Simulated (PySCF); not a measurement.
Run record: excited-state job, `BOCCC#CC`.

Method: TDDFT PBE0/def2-SVPD, vertical, gas phase, core orbitals frozen in the response (PySCF 2.14.0, density-fitted response routines). Geometry: GFN2-xTB. A driver script takes a list of jobs; this job's settings line and coordinates (Å) are shown.

Command:
```bash
OMP_NUM_THREADS=1 python probes_run.py task.json out
```

Input:
```
{"job": {"kind": "uv", "xc": "PBE0", "basis": "def2-SVPD", "nstates": 8, "ntriplets": 3}, "charge": 0, "multiplicity": 1}
B     -3.532171     0.338599     0.300648
O     -2.383296     0.878439     0.664556
C     -1.152252     0.668319     0.014241
C     -0.192787    -0.087428     0.944343
C      1.101437    -0.273002     0.317146
C      2.163314    -0.416918    -0.219249
C      3.450526    -0.594257    -0.856431
H     -3.631123    -0.369599    -0.641538
H     -4.452798     0.613043     0.972064
H     -1.292507     0.103417    -0.916599
H     -0.731211     1.651268    -0.229428
H     -0.075216     0.478038     1.873217
H     -0.625662    -1.062048     1.189928
H      4.232579    -0.126940    -0.258399
H      3.673280    -1.655685    -0.961595
H      3.440288    -0.136303    -1.845266
```

Output:
```
coarse grid: 13184 points
cycle   1  E = -295.2988539877  dE =  7.703e-01  |g| = 5.666e-01  |ddm| = 8.556e+00
cycle   2  E = -295.2359933467  dE =  6.286e-02  |g| = 8.206e-01  |ddm| = 3.153e+00
cycle   3  E = -295.3657958410  dE = -1.298e-01  |g| = 1.198e-01  |ddm| = 1.223e+00
cycle   4  E = -295.3687077242  dE = -2.912e-03  |g| = 3.008e-02  |ddm| = 3.151e-01
cycle   5  E = -295.3689358756  dE = -2.282e-04  |g| = 9.299e-03  |ddm| = 9.334e-02
cycle   6  E = -295.3689496409  dE = -1.377e-05  |g| = 5.680e-03  |ddm| = 2.613e-02
cycle   7  E = -295.3689573722  dE = -7.731e-06  |g| = 1.132e-03  |ddm| = 1.064e-02
final grid: 126808 points
cycle   8  E = -295.4214314758  dE = -3.885e-05  |g| = 9.596e-03  |ddm| = 1.485e-01
cycle   9  E = -295.4214113035  dE =  2.017e-05  |g| = 1.424e-02  |ddm| = 3.419e-02
cycle  10  E = -295.4214506478  dE = -3.934e-05  |g| = 1.805e-03  |ddm| = 1.801e-02
cycle  11  E = -295.4214514116  dE = -7.638e-07  |g| = 4.571e-04  |ddm| = 2.946e-03
cycle  12  E = -295.4214514570  dE = -4.542e-08  |g| = 1.812e-04  |ddm| = 9.327e-04
cycle  13  E = -295.4214514641  dE = -7.056e-09  |g| = 4.141e-05  |ddm| = 3.383e-04
cycle  14  E = -295.4214514645  dE = -4.418e-10  |g| = 1.024e-05  |ddm| = 1.347e-04
converged SCF energy = -295.4214514645

Static polarisability (au): isotropic 79.476, principal 59.716 64.022 114.691

Singlet excitations
state   eV       nm        f      main configurations
  1   6.2591    198.1   0.00526   H-2->L 0.57, H->L 0.20, H-1->L 0.20
  2   6.3454    195.4   0.00528   H->L 0.69, H-2->L 0.11, H-1->L 0.11
  3   6.4236    193.0   0.02468   H-1->L 0.67, H-2->L 0.30
  4   6.6966    185.1   0.00223   H->L+1 0.41, H->L+3 0.20, H->L+4 0.12
  5   6.8437    181.2   0.01176   H-1->L+1 0.77
  6   6.8677    180.5   0.00400   H->L+1 0.42, H->L+2 0.12, H-1->L+4 0.12
  7   7.0265    176.5   0.00063   H-1->L+3 0.35, H->L+4 0.28, H->L+2 0.11
  8   7.0338    176.3   0.00170   H-1->L+4 0.43, H->L+3 0.23, H-1->L+2 0.14

Triplet excitations (Tamm-Dancoff, eV): 5.4694 5.6682 5.9523
```

The SCF starts on a coarse grid where the log names one; the energy can jump when the final grid takes over, and dE then counts from the start density on the new grid. H and L stand for HOMO and LUMO; the number after each pair is its weight.

Question: How does the lowest singlet excitation compare with the HOMO–LUMO gap?

Answer: HOMO -7.44 eV and LUMO -0.34 eV give a gap of 7.10 eV; S1 at 6.26 eV lies 0.84 eV below it.

Question: Give the mean polarisability as a volume in Å³, and the ratio of the largest to the smallest principal value.

Answer: 79.476 au × 0.148185 = 11.78 Å³; 114.691/59.716 = 1.92.

Main results: HOMO -7.44 eV, LUMO -0.34 eV; lowest singlet 6.26 eV; lowest triplet 5.47 eV (Tamm–Dancoff); mean polarisability 79.5 au.

On an Arm Neoverse N1 with one thread (shared host), this took 57 s and 0.85 GiB of memory at its peak.

One conformer stands for the species.
Labels such as C1 count atoms from 1, the log's own numbers from 0.
